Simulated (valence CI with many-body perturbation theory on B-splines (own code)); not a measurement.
**E1 line list for Cl10+**

Computed by valence CI with perturbative core correlation (CI+MBPT): five valence electrons over a frozen Dirac-Fock core [He], radial functions for each j: 9 s, 9 p, 8 d, 6 f, 3 g, 1 h, with the one-electron correlation potential Σ1, the two-electron term Σ2, the three-electron term Σ3, Breit, model QED; selected CI, second order for the rest, scaled by the run's own slope (own B-spline code, finite nucleus).

No measured levels were compared; by estimate levels of excited configurations hold to 0.05 to 0.15 % of their energy, terms of the ground configuration to about 0.5 %. Among the levels kept, up to 2400 cm⁻¹ of a level comes from second order outside the variational space, and about a tenth of that is noise between levels of different J, which matters for small intervals.

Lines 201 to 250 of 259 in falling wavelength, among levels below 351.13 eV, chosen from the strongest by gf and those to the six lowest levels. Wavelengths and rates use the calculated energies, so an error of 400 cm⁻¹ moves a line at 3.777 nm by 0.015 % and its rate by three times that or more. Electric multipoles are in the length gauge, E1 and E2 with the static RPA response of the core. Weak lines are less certain than strong ones. Lines between different terms over intervals too small for the method are left out, as are lines whose strength nearly cancels. The highest levels of a list are the least certain.

Names give the largest LS component (configuration and term), which can be under half, so a name can repeat, a term be missing and a line seem to break the LS rules; names also repeat where a configuration has a term twice. Letters in brackets count levels of one name in rising energy.

| λ vac (nm) | Upper | Lower | A (s⁻¹) | log gf | Branch % |
| --- | --- | --- | --- | --- | --- |
| 3.777 | 2s2p³3p ⁶P_5/2 | 2s²2p³ ²P°_3/2 | 3.75e+08 | -3.32 | 12.9 |
| 3.777 | 2s²2p²3d ⁴D_3/2 | 2s²2p³ ²D°_3/2 | 1.02e+11 | -1.06 | 26.3 |
| 3.770 | 2s²2p²3d ²F_5/2 [a] | 2s²2p³ ²D°_5/2 | 4.27e+10 | -1.26 | 9.2 |
| 3.767 | 2s²2p²3d ²F_5/2 [a] | 2s²2p³ ²D°_3/2 | 3.63e+11 | -0.33 | 78.4 |
| 3.767 | 2s²2p²3d ²P_1/2 [a] | 2s²2p³ ²D°_3/2 | 7.41e+10 | -1.50 | 9.5 |
| 3.758 | 2s²2p²3d ⁴P_5/2 | 2s²2p³ ²D°_5/2 | 1.02e+10 | -1.89 | 0.4 |
| 3.755 | 2s²2p²3d ⁴P_5/2 | 2s²2p³ ²D°_3/2 | 9.43e+08 | -2.92 | 0.0 |
| 3.754 | 2s²2p²3d ²F_7/2 [a] | 2s²2p³ ²D°_5/2 | 4.22e+11 | -0.15 | 99.7 |
| 3.753 | 2s²2p²3d ⁴P_3/2 | 2s²2p³ ²D°_5/2 | 6.30e+09 | -2.27 | 0.2 |
| 3.748 | 2s²2p²3d ⁴P_1/2 | 2s²2p³ ²D°_3/2 | 4.78e+08 | -3.70 | 0.0 |
| 3.740 | 2s²2p²3d ²D_3/2 [b] | 2s²2p³ ²P°_3/2 | 2.39e+10 | -1.70 | 1.1 |
| 3.739 | 2s²2p²3d ²D_5/2 [b] | 2s²2p³ ²P°_3/2 | 3.90e+11 | -0.31 | 14.9 |
| 3.736 | 2s²2p²3d ²D_3/2 [b] | 2s²2p³ ²P°_1/2 | 7.76e+11 | -0.19 | 36.1 |
| 3.730 | 2s²2p²3d ²F_5/2 [b] | 2s²2p³ ²P°_3/2 | 1.20e+12 | 0.18 | 44.0 |
| 3.722 | 2s2p³3p ⁴P_5/2 | 2s²2p³ ²P°_3/2 | 5.15e+09 | -2.19 | 1.1 |
| 3.721 | 2s2p³3p ⁴P_3/2 | 2s²2p³ ²P°_3/2 | 3.17e+09 | -2.58 | 0.7 |
| 3.720 | 2s2p³3p ⁴P_1/2 | 2s²2p³ ²P°_3/2 | 3.74e+09 | -2.81 | 0.8 |
| 3.718 | 2s²2p²3d ²P_1/2 [b] | 2s²2p³ ²P°_3/2 | 1.62e+11 | -1.17 | 9.3 |
| 3.716 | 2s2p³3p ⁴P_1/2 | 2s²2p³ ²P°_1/2 | 9.51e+09 | -2.40 | 2.0 |
| 3.713 | 2s²2p²3d ²P_1/2 [b] | 2s²2p³ ²P°_1/2 | 9.07e+11 | -0.43 | 52.0 |
| 3.713 | 2s²2p²3d ²D_3/2 [a] | 2s²2p³ ²D°_5/2 | 1.38e+11 | -0.94 | 8.8 |
| 3.710 | 2s²2p²3d ²D_5/2 [a] | 2s²2p³ ²D°_5/2 | 8.70e+11 | 0.03 | 45.2 |
| 3.710 | 2s²2p²3d ²D_3/2 [a] | 2s²2p³ ²D°_3/2 | 4.22e+11 | -0.46 | 26.8 |
| 3.707 | 2s²2p²3d ²D_5/2 [a] | 2s²2p³ ²D°_3/2 | 5.94e+11 | -0.13 | 30.8 |
| 3.707 | 2s2p³3p ⁶P_5/2 | 2s²2p³ ²D°_5/2 | 3.27e+08 | -3.39 | 11.2 |
| 3.704 | 2s2p³3p ⁶P_5/2 | 2s²2p³ ²D°_3/2 | 4.35e+08 | -3.27 | 14.9 |
| 3.687 | 2s²2p²3d ²G_7/2 | 2s²2p³ ²D°_5/2 | 1.29e+11 | -0.68 | 98.7 |
| 3.683 | 2s²2p²3d ⁴F_3/2 | 2s²2p³ ⁴S°_3/2 | 3.03e+09 | -2.61 | 15.7 |
| 3.679 | 2s²2p²3d ⁴F_5/2 | 2s²2p³ ⁴S°_3/2 | 8.56e+09 | -1.98 | 39.9 |
| 3.671 | 2s²2p²3d ²D_3/2 [b] | 2s²2p³ ²D°_5/2 | 1.53e+11 | -0.91 | 7.1 |
| 3.670 | 2s²2p²3d ²D_5/2 [b] | 2s²2p³ ²D°_5/2 | 1.15e+12 | 0.14 | 44.0 |
| 3.669 | 2s²2p²3d ²D_3/2 [b] | 2s²2p³ ²D°_3/2 | 1.19e+12 | -0.02 | 55.5 |
| 3.668 | 2s²2p²3d ²D_5/2 [b] | 2s²2p³ ²D°_3/2 | 1.07e+12 | 0.11 | 40.9 |
| 3.667 | 2s²2p²3d ²F_7/2 [b] | 2s²2p³ ²D°_5/2 | 3.16e+12 | 0.71 | 100.0 |
| 3.663 | 2s²2p²3d ²P_3/2 | 2s²2p³ ⁴S°_3/2 | 7.26e+10 | -1.23 | 12.7 |
| 3.661 | 2s²2p²3d ²F_5/2 [b] | 2s²2p³ ²D°_5/2 | 4.49e+09 | -2.27 | 0.2 |
| 3.660 | 2s²2p²3d ⁴D_1/2 | 2s²2p³ ⁴S°_3/2 | 2.99e+10 | -1.92 | 17.4 |
| 3.658 | 2s²2p²3d ²F_5/2 [b] | 2s²2p³ ²D°_3/2 | 1.52e+12 | 0.26 | 55.8 |
| 3.657 | 2s²2p²3d ⁴D_5/2 | 2s²2p³ ⁴S°_3/2 | 2.36e+11 | -0.55 | 90.0 |
| 3.654 | 2s²2p²3d ⁴D_3/2 | 2s²2p³ ⁴S°_3/2 | 4.76e+10 | -1.42 | 12.3 |
| 3.652 | 2s2p³3p ⁴P_3/2 | 2s²2p³ ²D°_5/2 | 2.56e+08 | -3.69 | 0.1 |
| 3.651 | 2s2p³3p ⁴P_5/2 | 2s²2p³ ²D°_3/2 | 2.13e+08 | -3.59 | 0.0 |
| 3.649 | 2s2p³3p ⁴P_1/2 | 2s²2p³ ²D°_3/2 | 9.00e+09 | -2.44 | 1.9 |
| 3.647 | 2s²2p²3d ²P_1/2 [b] | 2s²2p³ ²D°_3/2 | 6.71e+11 | -0.57 | 38.5 |
| 3.645 | 2s²2p²3d ²F_5/2 [a] | 2s²2p³ ⁴S°_3/2 | 4.97e+10 | -1.23 | 10.8 |
| 3.645 | 2s²2p²3d ²P_1/2 [a] | 2s²2p³ ⁴S°_3/2 | 8.72e+08 | -3.46 | 0.1 |
| 3.634 | 2s²2p²3d ⁴P_5/2 | 2s²2p³ ⁴S°_3/2 | 2.42e+12 | 0.46 | 99.4 |
| 3.629 | 2s²2p²3d ⁴P_3/2 | 2s²2p³ ⁴S°_3/2 | 2.60e+12 | 0.31 | 99.7 |
| 3.627 | 2s²2p²3d ⁴P_1/2 | 2s²2p³ ⁴S°_3/2 | 2.71e+12 | 0.03 | 99.9 |
| 3.591 | 2s²2p²3d ²D_3/2 [a] | 2s²2p³ ⁴S°_3/2 | 1.01e+09 | -3.11 | 0.1 |
